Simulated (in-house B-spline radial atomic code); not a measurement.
# RPA and G0W0 on Hartree-Fock: Ag⁴⁶⁺

Configuration 1s1, highest spin, mean-field start Hartree-Fock. Computed with an all-electron radial atomic-structure program (B-spline basis): all electrons, non-relativistic, point nucleus, each spin shell either full or empty, empty states to l = 9 with an (l + 1/2)⁻⁴ tail; G0W0 by contour deformation at full frequency.

Without relativity these are model numbers: it shifts the levels of so heavy an element strongly and can reorder them.

Relativity, left out, deepens the 1s level by about Z⁴α²/8 hartree.

With one electron the exact correlation energy is zero, so what RPA and GW give is self-correlation.

Command:
```bash
python run_gw.py task.json out
```
Settings (radii: box in bohr, nucleus in fm):
```
Z                        47
electrons                1
configuration            1s1
hamiltonian              nr
method                   hf
lmax                     9
spin_polarised           True
box_radius               2.23
intervals                45
ion_configuration        bare nucleus
```

Run time, properties included: 0.5 s on 1 thread of Arm Neoverse N1, with other jobs on the host.

Energies (hartree):

```tsv
term	value
mean-field total	-1104.50000
Hartree-Fock functional on these orbitals	-1104.50000
direct second order	-0.023082
second-order exchange	0.023083
SOSEX correction	0.023021
```

Question: What is the RPA correlation energy, and what remains with SOSEX?

Answer: RPA gives -0.023021 hartree (-0.626 eV per electron); RPA + SOSEX gives 0, and the second-order doubles (MP2) 0 hartree. SOSEX takes back 100 % of the RPA value.

Quasi-particle levels (eV):

```
  level  occupied  mean field  Σx - vxc     Σc  QP weight       G0W0
  1s up       yes   -30054.98      0.00      ?          ?          ?
1s down        no   -29257.16      0.00  -2.72      1.000  -29259.89
```

G0W0 = mean field + (Σx - vxc) + Σc, with Σc (partial-wave tail included) taken at the quasi-particle energy.

Question: Where does G0W0 put 1s up?

Answer: At -30054.76 eV, with Σc = 0.21 eV and a quasi-particle weight of 1.000. The tabulated removal energy is 30965.78 ± 0.007 eV (NIST, tabulated theory); the calculation leaves out relativity, QED, nuclear size and recoil, and what these don't explain is the method's own error.

Question: What does it cost to remove one electron (to the bare nucleus) by differences of total energies, each species on its own start (correlation terms add to the Hartree-Fock functional)?

Answer: Hartree-Fock functional 30054.98 eV, + RPA 30055.60 eV, + RPA + SOSEX 30054.98 eV, + second order 30054.98 eV. Tabulated: 30965.78 ± 0.007 eV (NIST, tabulated theory); the calculation leaves out relativity, QED, nuclear size and recoil, and what these don't explain is the method's own error.
